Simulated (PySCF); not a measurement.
Positional isomers: trisilane hydroxy+silyl. Gas-phase values, no solvent. One relaxed conformer stands for each flexible species; it need not be the lowest. Strings in code marks are SMILES.

The numbers are results of PBE-D3(BJ)/def2-TZVP // PBE0-D3(BJ)/def2-TZVP run with PySCF, not measurements. Excitations are Tamm–Dancoff values on a coarser integration grid. The basis has no diffuse functions, so Rydberg states are missing or too high.

```
species                                                                           S1–T1 gap (TDA) (eV)  LUMO (eV)  brightest of the four lowest singlets (TDA) (eV)  HOMO (eV)  T1 excitation (TDA) (eV)  S1 oscillator strength
--------------------------------------------------------------------------------  --------------------  ---------  ------------------------------------------------  ---------  ------------------------  ----------------------
`[SiH2]([SiH2][SiH3])[SiH2]O`                                                                      ___        ___                                              6.01      -6.70                      4.98                   0.020
`[SiH]([SiH2]O)([SiH3])[SiH3]` (H–O–Si–Si torsion 180°, O–Si–Si–Si torsion -62°)                  0.51      -1.46                                              5.53      -6.74                      4.95                   0.007
`O[Si@@H]([SiH3])[SiH2][SiH3]` (H–O–Si–Si torsion 56°, Si–Si–Si–Si torsion 172°)                   ___        ___                                              5.81      -6.39                      4.37                   0.078
`O[Si]([SiH3])([SiH3])[SiH3]` (H–O–Si–Si torsion 60°)                                             0.44      -1.87                                                 –        ___                      4.21                   0.002
```

Problem. Complete the blanks.

Solution. 
- `[SiH2]([SiH2][SiH3])[SiH2]O`, S1–T1 gap (TDA) (eV): 0.49
- `[SiH2]([SiH2][SiH3])[SiH2]O`, LUMO (eV): -1.43
- `O[Si@@H]([SiH3])[SiH2][SiH3]` (H–O–Si–Si torsion 56°, Si–Si–Si–Si torsion 172°), S1–T1 gap (TDA) (eV): 0.60
- `O[Si@@H]([SiH3])[SiH2][SiH3]` (H–O–Si–Si torsion 56°, Si–Si–Si–Si torsion 172°), LUMO (eV): -1.72
- `O[Si]([SiH3])([SiH3])[SiH3]` (H–O–Si–Si torsion 60°), HOMO (eV): -6.34
